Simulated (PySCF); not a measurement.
# `CO[C@H]1[CH2][GeH2][C@@H]1F`, C₄H₉FGeO

Molfile (atoms numbered from 1):
```
C4H9FGeO
     RDKit          3D

 16 16  0  0  0  0  0  0  0  0999 V2000
    2.2879    0.0269   -0.0561 C   0  0  0  0  0  0  0  0  0  0  0  0
    1.0314   -0.5927   -0.1674 O   0  0  0  0  0  0  0  0  0  0  0  0
   -0.0135    0.2509   -0.6107 C   0  0  1  0  0  0  0  0  0  0  0  0
   -1.1683   -0.6902   -0.9659 C   0  0  0  0  0  0  0  0  0  0  0  0
   -1.6378   -0.7213    0.9655 Ge  0  0  0  0  0  4  0  0  0  0  0  0
   -0.5956    0.9566    0.6230 C   0  0  2  0  0  0  0  0  0  0  0  0
   -1.4703    1.9602    0.2422 F   0  0  0  0  0  0  0  0  0  0  0  0
    2.9801   -0.7435    0.2778 H   0  0  0  0  0  0  0  0  0  0  0  0
    2.2829    0.8464    0.6703 H   0  0  0  0  0  0  0  0  0  0  0  0
    2.6169    0.4177   -1.0264 H   0  0  0  0  0  0  0  0  0  0  0  0
    0.3263    0.9188   -1.4137 H   0  0  0  0  0  0  0  0  0  0  0  0
   -1.9197   -0.1770   -1.5624 H   0  0  0  0  0  0  0  0  0  0  0  0
   -0.8322   -1.5818   -1.4856 H   0  0  0  0  0  0  0  0  0  0  0  0
   -3.0743   -0.5302    1.3927 H   0  0  0  0  0  0  0  0  0  0  0  0
   -0.9652   -1.7507    1.8269 H   0  0  0  0  0  0  0  0  0  0  0  0
    0.1438    1.4190    1.2784 H   0  0  0  0  0  0  0  0  0  0  0  0
  1  2  1  0
  2  3  1  0
  3  4  1  0
  4  5  1  0
  5  6  1  0
  6  7  1  0
  6  3  1  0
  1  8  1  0
  1  9  1  0
  1 10  1  0
  3 11  1  6
  4 12  1  0
  4 13  1  0
  5 14  1  0
  5 15  1  0
  6 16  1  1
M  END
```

The calculation used PySCF, TDDFT LC-wPBE/aug-cc-pVDZ circular dichroism and optical rotation, one conformer, gas phase. Geometry: GFN2-xTB.

The molecule is flexible and this is one conformer; a measurement averages over conformers. The calculation is non-relativistic, which matters for the atoms heavier than Zn.

Stereocentres: C3 S, C6 S.

Q: What is the specific rotation at 633, 589.3, 546, 436, 405, 365, 355 nm?

A: [α] in deg dm⁻¹ (g/mL)⁻¹:
```tsv
λ (nm)	origin-invariant length gauge	modified velocity gauge	length gauge (centre of mass)	isotropic polarisability (au)
633	+5.4	-1.1	+5.7	82.5
589.3	+6.9	-0.7	+7.2	82.8
546	+9.0	0.0	+9.3	83.1
436	+20.8	+5.7	+21.2	84.7
405	+27.9	+10.0	+28.4	85.4
365	+43.3	+20.2	+43.9	86.6
355	+49.0	+24.1	+49.5	87.0
```

Where the gauges differ in sign the basis doesn't settle the rotation.

The first excitation lies at 7.08 eV (175 nm) with R = -8.7 × 10⁻⁴⁰ esu² cm² (velocity form).
